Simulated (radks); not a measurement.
The numbers below are computed, except where a source is named.
In, 49 electrons, occupied as [Kr] 4d10 5s2 7d1 (not the ground configuration).

Level of theory: scalar-relativistic Kohn-Sham, PBEsol, spin-polarised, spherical densities, finite nucleus; open shells are filled with parallel spins first (spin-orbit coupling, left out, can overturn this in heavy ions); Fermi nuclear charge, rms radius 4.6156 fm (a radial shooting solver on a logarithmic mesh with Libxc functionals).

Energy parts (hartree):
total: -5878.64737
kinetic: 6126.59253
electron-nucleus: -14206.03218
Hartree: 2357.43474
exchange-correlation: -156.64247

Orbitals (lengths in bohr, moments of r in powers of bohr; r(90%) holds 90 % of the orbital's charge):
orbital  occ.  eigenvalue (hartree)     <r^2>      <r>      <r^4>  r(90%)
1s up       1             -1019.578  0.001195  0.02973  3.723e-06  0.0534
1s down     1             -1019.578  0.001195  0.02973  3.723e-06  0.0534
2s up       1             -152.8659   0.01949   0.1286  0.0006522   0.199
2s down     1             -152.8659   0.01949   0.1286  0.0006522   0.199
2p up       3             -137.2590   0.01537   0.1122  0.0004684   0.183
2p down     3             -137.2590   0.01537   0.1122  0.0004684   0.183
3s up       1             -29.18327    0.1392   0.3488    0.02959   0.513
3s down     1             -29.18327    0.1392   0.3488    0.02959   0.513
3p up       3             -24.07225    0.1400   0.3473    0.03140   0.522
3p down     3             -24.07225    0.1400   0.3473    0.03140   0.522
3d up       5             -16.12955    0.1251   0.3245    0.02904   0.512
3d down     5             -16.12954    0.1251   0.3245    0.02904   0.512
4s up       1              -4.62008    0.8145   0.8480     0.9941    1.23
4s down     1              -4.62005    0.8145   0.8480     0.9942    1.23
4p up       3              -3.09589    0.9731   0.9219      1.485    1.36
4p down     3              -3.09586    0.9731   0.9219      1.485    1.36
4d up       5              -0.91130     1.669    1.179      5.369    1.86
4d down     5              -0.91126     1.668    1.179      5.362    1.86
5s up       1              -0.50488     6.972    2.476      76.60    3.66
5s down     1              -0.50403     6.951    2.473      76.03    3.65
7d up       1              -0.01671     920.9    28.69    1099000    38.8

The highest occupied level is 7d up at -0.455 eV. The density falls to 0.001 e/bohr^3 at r = 4.02 bohr. The spin density at the nucleus is -0.1062 e/bohr^3 (1s -0.0005, 2s -0.0010, 3s 0.0001, 4s 0.0010, 5s -0.1058). The electron density at the nucleus is 1.793e+05 e/bohr^3 (large components only).
